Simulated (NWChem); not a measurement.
Species: BNH$_{2}$BrF; SMILES NB(F)Br

```xyz
6

B     -0.0072     0.9478     0.0000
F     -1.1681     1.5916     0.0000
Br    -0.0324    -0.9831     0.0000
N      1.1948     1.6432     0.0000
H      2.0952     1.1863     0.0000
H      1.2230     2.6549     0.0000
```
Atoms are numbered in this order, from 1.

Computed with NWChem. Pople sets run with spherical d functions. Geometry: optimised at PBE0/def2-SVP.

Problem. Estimate the computed values for PBE0/6-31G*. Quantities: highest occupied level (eV); orbital gap (eV); dipole (D).

Solution. highest occupied level (eV): -8.06
orbital gap (eV): 9.25
dipole (D): 3.12
